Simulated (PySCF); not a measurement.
Isomers of C5H14N2Si.

All values: PBE0/pcSseg-1 (PySCF) at PBE0-D3(BJ)/def2-SVP geometries, gas phase, one conformer each.

(1) Rank by dipole moment, highest first.
A. `[NH2:1][CH2:2][C@@H:3]1[CH2:4][CH2:5][N:6]([SiH3:7])[CH2:8]1` with H–N1–C2–C3 -64° and 179°, N1–C2–C3–C4 -173°, C2–C3–C4–C5 -146°, C3–C4–C5–N6 36°, C4–C5–N6–Si7 156°, C5–N6–C8–C3 24°
B. `[CH3:1][CH:2]([CH3:3])[N:4]1[CH2:5][CH2:6][NH:7][SiH2:8]1` with C1–C2–N4–C5 -69°, C2–N4–C5–C6 -173°, N4–C5–C6–N7 -39°, C5–C6–N7–Si8 32°, C6–N7–Si8–N4 -14°
C. `[CH3:1][NH:2][C@H:3]1[CH2:4][CH2:5][N:6]([SiH3:7])[CH2:8]1` with C1–N2–C3–C4 66°, N2–C3–C4–C5 140°, C3–C4–C5–N6 7°, C4–C5–N6–Si7 168°, C5–N6–C8–C3 40°

(2) Rank by the highest Hirshfeld charge on any atom, lowest value first.
A. `[CH3:1][N:2]([CH3:3])[C@H:4]1[CH2:5][CH2:6][NH:7][SiH2:8]1` with C1–N2–C4–C5 61°, N2–C4–C5–C6 164°, C4–C5–C6–N7 -42°, C5–C6–N7–Si8 24°, C6–N7–Si8–C4 -1°
B. `[NH2:1][CH2:2][C@@H:3]1[CH2:4][CH2:5][N:6]([SiH3:7])[CH2:8]1` with H–N1–C2–C3 -64° and 179°, N1–C2–C3–C4 -173°, C2–C3–C4–C5 -146°, C3–C4–C5–N6 36°, C4–C5–N6–Si7 156°, C5–N6–C8–C3 24°
C. `[CH3:1][CH:2]([CH3:3])[N:4]1[CH2:5][CH2:6][NH:7][SiH2:8]1` with C1–C2–N4–C5 -69°, C2–N4–C5–C6 -173°, N4–C5–C6–N7 -39°, C5–C6–N7–Si8 32°, C6–N7–Si8–N4 -14°

(3) Rank by the lowest Hirshfeld charge on any atom, lowest value first.
A. `[NH2:1][CH2:2][C@@H:3]1[CH2:4][CH2:5][N:6]([SiH3:7])[CH2:8]1` with H–N1–C2–C3 -64° and 179°, N1–C2–C3–C4 -173°, C2–C3–C4–C5 -146°, C3–C4–C5–N6 36°, C4–C5–N6–Si7 156°, C5–N6–C8–C3 24°
B. `[CH3:1][NH:2][C@H:3]1[CH2:4][CH2:5][N:6]([SiH3:7])[CH2:8]1` with C1–N2–C3–C4 66°, N2–C3–C4–C5 140°, C3–C4–C5–N6 7°, C4–C5–N6–Si7 168°, C5–N6–C8–C3 40°
C. `[CH3:1][CH:2]([CH3:3])[N:4]1[CH2:5][CH2:6][NH:7][SiH2:8]1` with C1–C2–N4–C5 -69°, C2–N4–C5–C6 -173°, N4–C5–C6–N7 -39°, C5–C6–N7–Si8 32°, C6–N7–Si8–N4 -14°

Results:

(1) C (1.70 D), A (1.16 D), B (0.91 D).

(2) B (+0.334 e), A (+0.349 e), C (+0.381 e).

(3) C (-0.255 e), A (-0.240 e), B (-0.177 e).

All values together:

| SMILES | μ (D) | HOMO (eV) | LUMO (eV) | lowest IAO charge (e) | highest IAO charge (e) | lowest Hirshfeld charge (e) | highest Hirshfeld charge (e) |
| --- | --- | --- | --- | --- | --- | --- | --- |
| CC(C)N1CCN[SiH2]1 | 0.91 | -6.09 | 0.83 | -0.683 (N) | +0.967 (Si) | -0.255 (N) | +0.381 (Si) |
| CN[C@H]1CCN([SiH3])C1 | 1.70 | -6.21 | 0.79 | -0.515 (N) | +0.717 (Si) | -0.177 (N) | +0.335 (Si) |
| NC[C@@H]1CCN([SiH3])C1 | 1.16 | -6.26 | 0.81 | -0.573 (N) | +0.716 (Si) | -0.240 (N) | +0.334 (Si) |
| CN(C)[C@H]1CCN[SiH2]1 | 1.10 | -6.07 | 0.81 | -0.677 (N) | +0.852 (Si) | -0.248 (N) | +0.349 (Si) |

Conformers: `[CH3:1][CH:2]([CH3:3])[N:4]1[CH2:5][CH2:6][NH:7][SiH2:8]1` with C1–C2–N4–C5 -69°, C2–N4–C5–C6 -173°, N4–C5–C6–N7 -39°, C5–C6–N7–Si8 32°, C6–N7–Si8–N4 -14°; `[CH3:1][NH:2][C@H:3]1[CH2:4][CH2:5][N:6]([SiH3:7])[CH2:8]1` with C1–N2–C3–C4 66°, N2–C3–C4–C5 140°, C3–C4–C5–N6 7°, C4–C5–N6–Si7 168°, C5–N6–C8–C3 40°; `[NH2:1][CH2:2][C@@H:3]1[CH2:4][CH2:5][N:6]([SiH3:7])[CH2:8]1` with H–N1–C2–C3 -64° and 179°, N1–C2–C3–C4 -173°, C2–C3–C4–C5 -146°, C3–C4–C5–N6 36°, C4–C5–N6–Si7 156°, C5–N6–C8–C3 24°; `[CH3:1][N:2]([CH3:3])[C@H:4]1[CH2:5][CH2:6][NH:7][SiH2:8]1` with C1–N2–C4–C5 61°, N2–C4–C5–C6 164°, C4–C5–C6–N7 -42°, C5–C6–N7–Si8 24°, C6–N7–Si8–C4 -1°.
